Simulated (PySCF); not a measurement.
## How the method moves the HOMO and LUMO of `CBOCC`

Species: C3H9BO.
Geometry (PBE0-D3(BJ)/def2-SVP, Å), atoms numbered from 1 in this order:
```
atom  x, y, z in Å
C1    -2.142    1.315   -0.024
B2    -1.114    0.317    0.607
O3    -0.155   -0.231   -0.163
C4     0.827   -1.113    0.338
C5     2.195   -0.472    0.294
H6    -3.175    1.043    0.245
H7    -2.057    1.388   -1.118
H8    -1.979    2.320    0.405
H9    -1.145    0.024    1.792
H10    0.569   -1.416    1.368
H11    0.808   -2.018   -0.292
H12    2.963   -1.179    0.644
H13    2.449   -0.166   -0.732
H14    2.231    0.420    0.937
```

Basis pcSseg-1 throughout (PySCF), one geometry. Geometry: PBE0-D3(BJ)/def2-SVP, one conformer, isolated molecule.

**Question.** How do the orbital energies, the gap and the dipole change with the method?

**Answer.** 
```csv
method,kind,HOMO (eV),LUMO (eV),gap (eV),μ (D),SCF cycles
BLYP,GGA,-6.75,-0.55,6.20,1.24,14
OPBE,GGA,-6.78,-0.53,6.26,1.19,14
PBE,GGA,-6.83,-0.70,6.13,1.22,14
B97-D,GGA,-6.86,-0.52,6.35,1.22,13
LDA,LDA,-6.91,-0.94,5.97,1.24,13
BP86,GGA,-6.94,-0.74,6.21,1.24,14
KT2,GGA,-6.95,-0.72,6.24,1.18,14
KT3,GGA,-6.99,-0.65,6.34,1.17,14
B3LYP,global hybrid,-8.10,0.08,8.18,1.25,12
HF,Hartree–Fock,-11.93,3.84,15.77,1.31,10
```

The HOMO spans 5.18 eV, from BLYP down to HF, and the gap runs from 5.97 eV (LDA) to 15.77 eV (HF). Over the methods BLYP (0 %), OPBE (0 %), PBE (0 %), B97-D (0 %), LDA (0 %), BP86 (0 %), KT2 (0 %), KT3 (0 %), B3LYP (20 %), HF (100 %), a straight line through the gap against the share of exact exchange rises by 0.96 eV for each 10 % (correlation coefficient 0.999). The dipole ranges from 1.17 D (KT3) to 1.31 D (HF). This basis has no diffuse functions.
